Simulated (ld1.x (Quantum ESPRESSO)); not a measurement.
# Se (Z = 34): one change to an ultrasoft potential, before and after

- Element: Se (Z = 34)
- Generator: ld1.x (Quantum ESPRESSO) 7.5
- Type: ultrasoft
- Functional: PBE
- Relativity: scalar-relativistic
- Frozen core: [Ar] 3d10
- Valence charge: 6
- Reference configuration: 4s2 4p4
- Partial waves: 4s (bound): rcut 1.45, rcutus 1.60 bohr; 4s channel at -0.1 Ry: rcut 1.45, rcutus 1.60 bohr; 4p (bound): rcut 1.75, rcutus 2.00 bohr; 4p channel at -0.15 Ry: rcut 1.75, rcutus 2.00 bohr
- Local potential: all-electron potential smoothed inside 1.50 bohr (lloc = -1)
- Core correction: none
- Augmentation charge: built from norm-conserving waves at rcut, not smoothed further

Change: core correction a·sin(br)/r model core inside 1.90 bohr.

Cutoffs: the cutoffs (Ry, on a coarse ladder) from which the occupation-weighted sum of valence levels, in a spherical-Bessel basis at the reference potential, stays within 10 and 1 mRy of its value at 400 Ry; they do not see the model core or the augmentation charge, which bear on the density cutoff. Errors are all-electron minus pseudo energies relative to the spin-unpolarised reference configuration.

Problem. What does the change do?

Solution. The potential gets neither clearly harder nor softer (15 Ry and 25 Ry → 15 Ry and 25 Ry); of the 7 tests that both files solve, the error grows in 4 and shrinks in 2 by more than 15 % and 0.3 meV (median size 9.6 → 6.4 meV); neither file shows a bound ghost. A model core, the more so a compact one, raises the density cutoff, which this test does not measure.

```tsv
quantity	base	changed
cutoff, loose	15 Ry	15 Ry
cutoff, tight	25 Ry	25 Ry
bound ghosts	none	none
error for 4s2 4p3, meV [ΔE 10.84 eV]	-5.0	-6.4
error for 4s2 4p2, meV [ΔE 31.19 eV]	-24	-35
error for 4s2 4p1, meV [ΔE 62.06 eV]	-62	-106
error for 4s2 4p0, meV [ΔE 104.25 eV]	-82	-224
error for 4s1 4p5, meV [ΔE 10.88 eV]	+1.9	-0.3
error for 4s0 4p6, meV [ΔE 21.96 eV]	+9.6	+1.8
error for 4s2 4p4.3, meV [ΔE -1.59 eV]	+0.1	+0.1
s: phases at 2.21 bohr within 0.05 rad from the reference energy up to (Ry; the scan ends near 5)	4.5	4.5
p: phases at 2.21 bohr within 0.05 rad from the reference energy up to (Ry; the scan ends near 5)	to the end of the scan	to the end of the scan
lowest overlap eigenvalue by channel	s 0.32, p 0.64	s 0.32, p 0.64
```
